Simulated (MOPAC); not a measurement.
MOPAC input (PM7):

```
PM7 FORCE THERMO(298,298) PRECISE LET CHARGE=-1 GEO-OK AUX(PRECISION=9) THREADS=1
C2HCl4

C    -0.82112055 1    0.04099518 1    0.25912000 1
C     0.69005485 1   -0.04609402 1   -0.06480776 1
Cl    1.31600335 1   -1.57589601 1    0.60670981 1
Cl    1.52533989 1    1.25768610 1    0.82165723 1
Cl   -1.54383013 1   -1.30771481 1   -0.81823380 1
Cl   -1.32704210 1    1.62703171 1   -0.59563385 1
H     1.02581612 1    0.00844970 1   -1.11044001 1
```

Output:

```
 *******************************************************************************
 **                                                                           **
 **                              MOPAC v23.2.5                                **
 **                                                                           **
 *******************************************************************************
 ** MOPAC's Digital Object Identifier: https://doi.org/10.5281/zenodo.6511958 **
 **                                                                           **
 ** Please cite the open-source release paper for use of this MOPAC version:  **
 ** J. E. Moussa and J. J. P. Stewart (2026)                                  **
 ** MOPAC: An open-source semiempirical molecular orbital program             **
 ** J. Open Source Softw., 11(119), 8025, https://doi.org/10.21105/joss.08025 **
 *******************************************************************************

                              PM7 CALCULATION RESULTS

 *******************************************************************************
 *  PM7        - The PM7 Hamiltonian to be used
 *  GEO-OK     - OVERRIDE INTERATOMIC DISTANCE AND OTHER SAFETY CHECKS
 *
 *
 *
 *                 CHARGE ON SYSTEM = -1
 *
 *
 *
 *  LET        - OVERRIDE SOME SAFETY CHECKS
 *  PRECISE    - TIGHTER CRITERIA TO BE USED
 *  FORCE      - FORCE CALCULATION SPECIFIED
 *  AUX        - OUTPUT AUXILIARY INFORMATION
 *  THERMO     - THERMODYNAMIC QUANTITIES TO BE CALCULATED
 *******************************************************************************
PM7 FORCE THERMO(298,298) PRECISE LET CHARGE=-1 GEO-OK AUX(PRECISION=9) THREADS=1
 C2HCl4

   ATOM   CHEMICAL          X               Y               Z
  NUMBER   SYMBOL      (ANGSTROMS)     (ANGSTROMS)     (ANGSTROMS)

     1       C         -0.82112055  *   0.04099518  *   0.25912000  *
     2       C          0.69005485  *  -0.04609402  *  -0.06480776  *
     3      Cl          1.31600335  *  -1.57589601  *   0.60670981  *
     4      Cl          1.52533989  *   1.25768610  *   0.82165723  *
     5      Cl         -1.54383013  *  -1.30771481  *  -0.81823380  *
     6      Cl         -1.32704210  *   1.62703171  *  -0.59563385  *
     7       H          1.02581612  *   0.00844970  *  -1.11044001  *

          CARTESIAN COORDINATES

    NO.       ATOM           X           Y           Z

     1         C         -0.8211      0.0410      0.2591
     2         C          0.6901     -0.0461     -0.0648
     3        Cl          1.3160     -1.5759      0.6067
     4        Cl          1.5253      1.2577      0.8217
     5        Cl         -1.5438     -1.3077     -0.8182
     6        Cl         -1.3270      1.6270     -0.5956
     7         H          1.0258      0.0084     -1.1104

 General Reference for PM7:
 "Optimization of Parameters for Semiempirical Methods VI: More Modifications to the
 NDDO Approximations and Re-optimization of Parameters", J. J. P. Stewart, J. Mol. Mod., 1:32, 19 (2013)
[...]
 REDUCED MASS        6.1620         C 2 -- H 7         +14.7% ( 73.4%)     57.1%
 EFFECTIVE MASS     16.9785
 FORCE CONSTANT      1.8456

 VIBRATION         11    5A"         ATOM PAIR     ENERGY CONTRIBUTION    RADIAL
 FREQUENCY           730.26         C 2 -- Cl3         +27.2% ( 92.6%)     77.7%
 TRANSITION DIPOLE   4.2050         C 2 -- Cl4         +27.2% ( 92.6%)     77.7%
 TRAVEL (Ang.)       0.1060         C 1 -- C 2         +22.5% ( 84.3%)      0.0%
 REDUCED MASS        8.2230         C 2 -- H 7         +21.5% ( 82.3%)      0.0%
 EFFECTIVE MASS     15.2634
 FORCE CONSTANT      2.5837

 VIBRATION         12    7A'         ATOM PAIR     ENERGY CONTRIBUTION    RADIAL
 FREQUENCY           916.27         C 1 -- C 2         +38.9% ( 99.8%)     99.9%
 TRANSITION DIPOLE   2.5509         C 2 -- Cl3         +13.2% ( 58.0%)     13.3%
 TRAVEL (Ang.)       0.1152         C 2 -- Cl4         +13.2% ( 58.0%)     13.3%
 REDUCED MASS        5.5420         C 1 -- Cl5         +12.1% ( 55.6%)      9.9%
 EFFECTIVE MASS     12.0869         C 1 -- Cl6         +12.1% ( 55.6%)      9.9%
 FORCE CONSTANT      2.7414         C 2 -- H 7         +10.5% ( 51.8%)     27.7%

 VIBRATION         13    8A'         ATOM PAIR     ENERGY CONTRIBUTION    RADIAL
 FREQUENCY          1129.63         C 2 -- H 7         +89.0% ( 96.8%)      0.1%
 TRANSITION DIPOLE   0.2002         C 1 -- C 2          +3.6% ( 19.5%)     49.2%
 TRAVEL (Ang.)       0.2612         C 2 -- Cl3          +3.1% ( 18.0%)      5.6%
 REDUCED MASS        0.8748         C 2 -- Cl4          +3.1% ( 18.0%)      5.7%
 EFFECTIVE MASS      1.8291
 FORCE CONSTANT      0.6577

 VIBRATION         14    6A"         ATOM PAIR     ENERGY CONTRIBUTION    RADIAL
 FREQUENCY          1143.86         C 2 -- H 7         +96.2% ( 98.2%)      0.0%
 TRANSITION DIPOLE   0.3091         C 1 -- C 2          +1.4% ( 11.7%)      0.0%
 TRAVEL (Ang.)       0.2529         C 2 -- Cl4          +1.1% ( 10.5%)     21.1%
 REDUCED MASS        0.9219         C 2 -- Cl3          +1.1% ( 10.5%)     21.1%
 EFFECTIVE MASS      1.4139
 FORCE CONSTANT      0.7107

 VIBRATION         15    9A'         ATOM PAIR     ENERGY CONTRIBUTION    RADIAL
 FREQUENCY          2655.10         C 2 -- H 7         +98.1% (100.0%)    100.0%
 TRANSITION DIPOLE   0.6355         C 2 -- Cl3          +0.6% (  8.0%)      7.5%
 TRAVEL (Ang.)       0.1650         C 2 -- Cl4          +0.6% (  8.0%)      7.5%
 REDUCED MASS        0.9328         C 1 -- C 2          +0.6% (  7.9%)     19.7%
 EFFECTIVE MASS      1.3466
 FORCE CONSTANT      3.8742

      SYMMETRY NUMBER FOR POINT-GROUP Cs  =  1

          SYSTEM IS A GROUND STATE

 C2HCl4

          MOLECULE IS NOT LINEAR

          THERE ARE 15 GENUINE VIBRATIONS IN THIS SYSTEM
          THIS THERMODYNAMICS CALCULATION IS LIMITED TO
          MOLECULES WHICH HAVE NO INTERNAL ROTATIONS

                    CALCULATED THERMODYNAMIC PROPERTIES
                                          *
   TEMP. (K)   PARTITION FUNCTION   H.O.F.    ENTHALPY  HEAT CAPACITY ENTROPY
                                   KCAL/MOL   CAL/MOLE    CAL/K/MOL  CAL/K/MOL

 298.00  VIB.     0.8896D+02                  2854.6904    17.2215    18.4985
         ROT.     0.6761D+06                   888.2803     2.9808    29.6573
         INT.     0.6015D+08                  3742.9708    20.2023    48.1558
         TRA.     0.2083D+28                  1480.4672     4.9680    41.2416
         TOT.                      -66.514    5223.4379    25.1703    89.3974

   *: NOTE: HEATS OF FORMATION ARE RELATIVE TO THE
            ELEMENTS IN THEIR STANDARD STATE AT 298K
              (=  Standard Enthalpy of Formation).

            Hvib:  Zero-point energy is not included.
                   frequencies of less than zero cm-1 are not included.
            Hrot = (3/2)RT
            Htra = (3/2)RT + pV = (5/2)RT

            Heat capacity is Cp, not Cv

          For more information, see: HTTP://OpenMOPAC.net/Manual/thermochemistry.html

           FORCE CONSTANT IN CARTESIAN COORDINATES (Millidynes/A)

    ATOM   CHEMICAL       X               Y               Z
   NUMBER   SYMBOL  FORCE CONSTANT  FORCE CONSTANT  FORCE CONSTANT

      1       C        3.490213        2.278013        2.208856
      2       C        4.450340        3.798622        4.394346
      3      Cl        0.637801        3.069020        0.429092
      4      Cl        0.637691        0.918119        2.580103
      5      Cl        0.474378        0.559547        1.491631
      6      Cl        0.474445        1.776431        0.274680
      7       H        1.492364        1.447628        2.439849

 **********************
 *                    *
 * JOB ENDED NORMALLY *
 *                    *
 **********************

 == MOPAC DONE ==
```

The dipole moment of an ion depends on the origin.
